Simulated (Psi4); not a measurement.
Psi4 input (wB97X-D/6-31G*):

```
memory 1500 MB

molecule {
1 2
Be   -0.00000000   -0.00000000   -1.33525800
H    -0.00000000   -0.00000000   -2.65794000
Cl    0.00000000    0.00000000    0.47052800
symmetry c1
no_reorient
no_com
}

set {
  basis 6-31G*
  reference uks
  scf_type pk
  dft_radial_points 99
  dft_spherical_points 590
  e_convergence 1e-8
  d_convergence 1e-7
  maxiter 150
}

e = energy('wb97x-d')
print_out(f'\nFINAL {e:.10f} DIPOLE {variable("CURRENT DIPOLE")[0]:.6f} {variable("CURRENT DIPOLE")[1]:.6f} {variable("CURRENT DIPOLE")[2]:.6f}\n')
```

From the output:

```
    Beta Occupied:

       1A   -101.954532     2A     -9.825304     3A     -7.570574
       4A     -7.565497     5A     -7.565497     6A     -4.530359
       7A     -1.146302     8A     -0.714264     9A     -0.647080
      10A     -0.647080

    Beta Virtual:

      11A     -0.503945    12A     -0.202868    13A     -0.202868
      14A     -0.131821    15A      0.036725    16A      0.121907
      17A      0.121907    18A      0.134009    19A      0.136814
      20A      0.347622    21A      0.370931    22A      0.370931
      23A      0.482062    24A      0.485120    25A      0.485120
      26A      0.613000    27A      0.613000    28A      0.762381
      29A      0.762383    30A      0.789638    31A      0.999709
      32A      0.999709    33A      1.052465    34A      1.583133
      35A      2.489959    36A      4.171079

    Final Occupation by Irrep:
              A
    DOCC [    10 ]
    SOCC [     1 ]
    NA   [    11 ]
    NB   [    10 ]

  @UKS Final Energy:  -475.11172046158322

   => Energetics <=

    Nuclear Repulsion Energy =             24.4029331925824131
    One-Electron Energy =                -698.1747327689386111
    Two-Electron Energy =                 221.3161949318034090
    DFT Exchange-Correlation Energy =     -22.6559097483345120
    Empirical Dispersion Energy =          -0.0002060686959098
    VV10 Nonlocal Energy =                  0.0000000000000000
    Total Energy =                       -475.1117204615832179

  UHF NO Occupations:
  HONO-2 :    9  A 1.9999793
  HONO-1 :   10  A 1.9978632
  HONO-0 :   11  A 1.0000000
  LUNO+0 :   12  A 0.0021368
  LUNO+1 :   13  A 0.0000207
  LUNO+2 :   14  A 0.0000098
  LUNO+3 :   15  A 0.0000098

Computation Completed

Properties will be evaluated at   0.000000,   0.000000,   0.000000 [a0]

Properties computed using the SCF density matrix

 Multipole Moments:

 ------------------------------------------------------------------------------------
     Multipole            Electronic (a.u.)      Nuclear  (a.u.)        Total (a.u.)
 ------------------------------------------------------------------------------------

 L = 1.  Multiply by 2.5417464519 to convert [e a0] to [Debye]
 Dipole X            :         -0.0000000            0.0000000           -0.0000000
 Dipole Y            :          0.0000000            0.0000000            0.0000000
 Dipole Z            :         -3.4047796            0.0000076           -3.4047720
 Magnitude           :                                                    3.4047720

 ------------------------------------------------------------------------------------

FINAL -475.1117204616 DIPOLE -0.000000 0.000000 -3.404772

*** Psi4 exiting successfully. Buy a developer a beer!
```

The dipole moment of an ion depends on the origin.

The geometry given is a B3LYP-D3(BJ)/def2-TZVP minimum of the species of charge 0 and multiplicity 1, not of this state.
